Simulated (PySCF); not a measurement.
SbF₂Cl, SMILES [F][Sb]([F])[Cl]. Atoms are numbered in the order given.

```xyz
4

Sb    -0.3427     0.3619     0.0000
F     -0.8823    -0.8308     1.4215
F     -0.8823    -0.8308    -1.4215
Cl     1.9621    -0.2060     0.0000
```

Geometry: B3LYP-D3(BJ)/def2-SVP. The def2 effective core potentials stand for the cores of Sb; spin–orbit coupling is left out.

All values below come from PBE0/def2-TZVPD (PySCF).

Mulliken values depend strongly on the basis, most of all with diffuse functions as here. ESP charges are fitted to the potential on shells at 1.4 to 2.0 van der Waals radii. Atomic charges (e):

| atom | ESP fit | Mulliken |
|---|---|---|
| Sb1 | ? | 1.42 |
| F2 | ? | -0.52 |
| F3 | ? | -0.52 |
| Cl4 | ? | -0.37 |

### Question
What belongs in the gaps? (An estimate is asked for; the answer gives what the named calculation found.)

### Answer

- Sb1, ESP fit: 0.72
- F2, ESP fit: -0.27
- F3, ESP fit: -0.27
- Cl4, ESP fit: -0.18
